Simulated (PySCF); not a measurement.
The free ion Tc2+ in its d5 configuration.

Method (PySCF 2.14, density fitting): CASSCF(5,5) with orbitals averaged over all microstates of the shell, strongly contracted NEVPT2 on the averaged canonical orbitals; basis x2c-TZVPall; spin-free X2C; gas phase; spin-orbit coupling by state interaction with the mean-field operator over all roots.

CASSCF energies above the lowest CASSCF root:

| state | CASSCF / cm⁻¹ |
| --- | --- |
| 6S | 0 |
| 4G | 24197 |
| 4P | 28210 |
| 4D | 29863 |
| 2I | 34668 |
| 2D | 39501 |
| 2F | 40299 |
| 4F | 40351 |
| 2H | 42728 |
| 2G | 43571 |
| 2F | 46809 |
| 2S | 51665 |
| 2D | 57297 |
| 2G | 62963 |
| 2P | 76723 |
| 2D | 83153 |

**Question.** How does dynamic correlation (SC-NEVPT2) move these states?

**Answer.** 
```csv
state,NEVPT2 / cm⁻¹,shift / cm⁻¹
6S,0,0
4G,21889,-2308
4P,25024,-3186
4D,26248,-3614
2I,31867,-2801
2D,34854,-4647
2F,35944,-4355
4F,36018,-4332
2H,38771,-3957
2G,38747,-4824
2F,41224,-5585
2S,45033,-6632
2D,50535,-6762
2G,55971,-6992
2P,67157,-9566
2D,73446,-9707
```

In the ligand-field fit B goes from 809 to 692 cm⁻¹, C goes from 3220 to 2939 cm⁻¹.
